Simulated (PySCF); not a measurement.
Correlation energy of Pt²⁺ (platinum, charge +2)

[Xe] 4f14 5d7 6s1, high-spin 5F determinant (an excited configuration). Calculation: PySCF 2.14, in x2c-TZVPPall with one added diffuse shell each of s, p, d, f type (12s8p8d4f1g, 113 functions); scalar relativity by spin-free X2C-1e. Frozen: [Kr] 4d10 4f14; 16 electrons correlated.

MP2 pair energies summed by pair of shells (mhartree):

```
 pair   energy  share (%)
5p-5d  -135.44       33.9
5d-5d  -130.84       32.7
5p-5p   -43.87       11.0
5d-6s   -35.48        8.9
5s-5d   -18.94        4.7
5s-5p   -18.88        4.7
5p-6s   -12.34        3.1
5s-5s    -3.05        0.8
5s-6s    -0.74        0.2
```

Total MP2 correlation energy: -399.57 mhartree.

Same-spin part -139.14 and opposite-spin part -260.44 mhartree; SCS-MP2 scales them by 1/3 and 6/5 to -358.90 mhartree.

This basis was not built for core-valence correlation, so the inner-shell part is incomplete.
